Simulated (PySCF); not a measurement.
CuF₃, triplet: structure and spectrum

Computed with PySCF, UPBE0, basis Cu def2-SVP, F def2-SVP (no relativity, density fitting).

The structure is a minimum.

```
Point group                                                                   : D3h
Bond lengths                                                                  : Cu–F 1.734 Å (×3)
Bond angles                                                                   : F–Cu–F 120.0° (×3)
Entropy at 298.15 K and 1 bar (electronic part: spin only)                    : 312.8 J/(mol K)
Principal quadrupole moments (Buckingham, traceless) about the centre of mass : -3.31, -3.31, 6.61 D Å
Heat capacity Cp at 298.15 K                                                  : 69.7 J/(mol K)
Highest occupied level (β)                                                    : -10.96 eV
Enthalpy at 298.15 K above 0 K                                                : 16.47 kJ/mol
Principal polarisabilities                                                    : 10.4, 37.2, 37.2 bohr³
Dipole moment                                                                 : 0.00 D
Zero-point energy                                                             : 13.5 kJ/mol
Atomisation energy without zero-point energy                                  : 848 kJ/mol
Rotational constants                                                          : 0.1967, 0.1967, 0.09835 cm⁻¹
Spin squared ⟨S²⟩                                                             : 2.011
Rotational symmetry number                                                    : 6
Lowest empty level (β)                                                        : -7.18 eV
```

Harmonic modes (masses in u: Cu 62.930, F 18.998):
```
symmetry  ω (cm⁻¹)  IR (km/mol, summed over degenerate members)     type
    a2''        94                                         39.1     bend
      e'       144                                         13.2     bend
     a1'       573                                          0.0  stretch
      e'       653                                         73.3  stretch
```

In D3h the vibrations span a2'' + 2e' + a1'. The a1' mode carries no infrared intensity, as symmetry demands.

Charges (e):
| atom | Mulliken | Löwdin | polar tensor | spin (Mulliken) | Mayer order to Cu1 |
| --- | --- | --- | --- | --- | --- |
| Cu1 | 1.00 | 0.66 | 1.11 | 0.81 | – |
| F2,3,4 | -0.33 | -0.22 | -0.37 | 0.40 | 0.85 |

Mulliken populations on Cu1: s 6.35, p 12.50, d 9.14, f 0.00.

Formally Cu is in oxidation state +3, d8, with 2 unpaired electrons (the high-spin count). The Mulliken spin on Cu is 0.81, so most of the spin sits on the ligands and the formal count fails. The polar-tensor charge on Cu, 1.11, is far below the formal one.

Other isomers or separated fragments may lie lower. Other spin states or occupations of the open shell can lie lower.

The final relaxation and frequency run took of the order of 80 core-seconds on a shared host.
